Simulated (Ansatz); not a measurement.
Reaction (redistribution): `N[SiH](O)[Si](N)(O)O` + `C[SiH2]C=O` → `C[SiH2][SiH](N)O` + `N[Si](O)(O)C=O`

Calculated with Ansatz (gas phase, PBE0-D4/def2-TZVP geometries, no zero-point term in ΔE). CCSD(T)/CBS adds triple-zeta CCSD(T) − MP2 to the extrapolated MP2 energy (def2 sets, frozen cores). Each species was taken in one conformer, which may not be the lowest.

`N[SiH](O)[Si](N)(O)O`:

Z-matrix (Å, degrees):
```
Si
O 1 1.671
Si 1 2.341 2 99.5
N 1 1.706 2 117.5 3 118.3
H 1 1.492 2 107.4 3 -123.8
H 2 0.959 1 118.3 3 175.0
N 3 1.707 1 122.1 2 -136.1
O 3 1.649 1 102.2 2 103.3
O 3 1.646 1 106.4 2 -17.8
H 4 1.005 1 124.3 2 85.1
H 4 1.007 1 121.0 2 -78.6
H 7 1.006 3 121.4 1 -65.7
H 7 1.006 3 120.0 1 84.0
H 8 0.961 3 116.0 1 179.6
H 9 0.962 3 113.1 1 20.4
```

`C[SiH2]C=O`:

Cartesian coordinates in Å:
```
C -0.696 -0.360 -1.213
Si -0.228 0.640 0.283
C 1.167 -0.265 1.253
O 1.620 -1.322 0.889
H -1.044 -1.351 -0.913
H 0.169 -0.493 -1.866
H -1.489 0.129 -1.782
H -1.363 0.827 1.231
H 0.294 1.991 -0.066
H 1.570 0.205 2.184
```

`C[SiH2][SiH](N)O`:

Cartesian coordinates in Å:
```
C 0.530 -2.351 0.009
Si -0.753 -0.984 -0.082
Si 0.154 1.125 0.367
N -0.911 2.354 -0.161
O 1.631 1.067 -0.386
H 1.354 -2.136 -0.675
H 0.098 -3.318 -0.258
H 0.941 -2.427 1.017
H -1.866 -1.248 0.875
H -1.360 -0.942 -1.447
H 0.352 1.426 1.815
H -1.004 3.236 0.312
H -1.354 2.352 -1.064
H 2.189 1.845 -0.322
```

`N[Si](O)(O)C=O`:

```xyz
11

N    -1.020    0.967    0.710
Si    0.039    0.146   -0.313
O    -0.541   -0.140   -1.815
O     1.474    0.906   -0.581
C     0.324   -1.511    0.607
O    -0.212   -1.746    1.666
H    -1.390    0.465    1.503
H    -1.573    1.765    0.450
H     0.059    0.031   -2.544
H     1.841    1.399    0.154
H     0.999   -2.283    0.164
```

```json
{"species": "`N[SiH](O)[Si](N)(O)O`", "MP2/CBS(def2) energy (Eh)": "-918.04847"}
{"species": "`C[SiH2]C=O`", "MP2/CBS(def2) energy (Eh)": "-443.87605"}
{"species": "`C[SiH2][SiH](N)O`", "MP2/CBS(def2) energy (Eh)": "-751.50535"}
{"species": "`N[Si](O)(O)C=O`", "MP2/CBS(def2) energy (Eh)": "-610.42212"}
```

(1) Work out ΔE.

Largest T1 diagnostic among the species: 0.014.

## Answers

(1) ΔE = (-751.50535) + (-610.42212) − (-918.04847) − (-443.87605) = -0.00295 Eh = -7.7 kJ/mol. CCSD(T)/CBS gives -8.1 kJ/mol.

From PBE to PBE0 (25 % exact exchange), in def2-TZVPP and without D4, ΔE moves by −3.6 kJ/mol. In def2-TZVPP, CCSD(T) changes the Hartree–Fock value by +5.6 kJ/mol (the triples alone add +1.3 kJ/mol) and MP2 by +6.0 kJ/mol.
